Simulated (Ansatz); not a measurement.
Geometry optimisation, RKS PBE-D4/def2-SVP in Ansatz 0.2.0.

The input (input.yaml):

```yaml
crystal:
  periodic: [false, false, false]
  atoms:
    - { symbol: Ti, position_ang: [-0.0487, 0.5083, 0.6333] }
    - { symbol: Br, position_ang: [2.0109, -1.5261, -0.453] }
    - { symbol: "N", position_ang: [-0.8244, -0.1039, -0.803] }
    - { symbol: H, position_ang: [0.1875, -0.9456, -1.0222] }
    - { symbol: Cl, position_ang: [0.7885, 2.4699, 0.6692] }
    - { symbol: Cl, position_ang: [-0.6373, -0.216, 2.554] }
    - { symbol: H, position_ang: [-1.4765, -0.1866, -1.5783] }
basis:
  gaussian: { orbitals: def2-SVP }
hamiltonian:
  xc: pbe
  dispersion: d4
relax:
  f_tol: 0.15
  max_steps: 25
  restrain:
    - { distance: [3, 1], at: 2.81, k: 30.0 }
    - { distance: [0, 1], at: 2.8, k: 30.0 }
    - { distance: [3, 2], at: 1.02, k: 30.0 }
```

Run as:

```bash
$ ansatz run input.yaml --threads 4 --pin off --max-ram 5120MiB --backend cpu --events-out ev --progress --plain --runs-dir out
```

**Question.** Where does it end, and by what steps?

**Answer.** The run converged. The restraints hold the end off the free minimum. After 7 steps the energy has fallen by 1.670 eV (the restraints' own energy left out); H4 moved furthest, 0.50 Å. Joined: N3–H4 (1.33 → 1.03 Å).

```
step  energy less start (eV)  largest force component (eV/Å)  accepted
   0                  0.0000                           1.907       yes
   1                 -0.5745                           2.752       yes
   2                 -1.0233                           2.186       yes
   3                 -1.5319                           1.505       yes
   4                 -1.5951                           1.550       yes
   5                 -1.6194                           1.663       yes
   6                 -1.6664                           1.772       yes
   7                 -1.6704                           1.602       yes
```

```xyz
7
Properties=species:S:1:pos:R:3
Ti 0.300 0.277 0.599
Br 2.299 -1.433 -0.121
N -0.719 -0.193 -0.838
H -0.186 -0.910 -1.349
Cl 0.697 2.424 0.533
Cl -0.774 -0.223 2.437
H -1.617 0.057 -1.261
```

Run time: 28 s on 4 threads of Arm Neoverse N1 (shared host), peak memory 0.21 GiB.
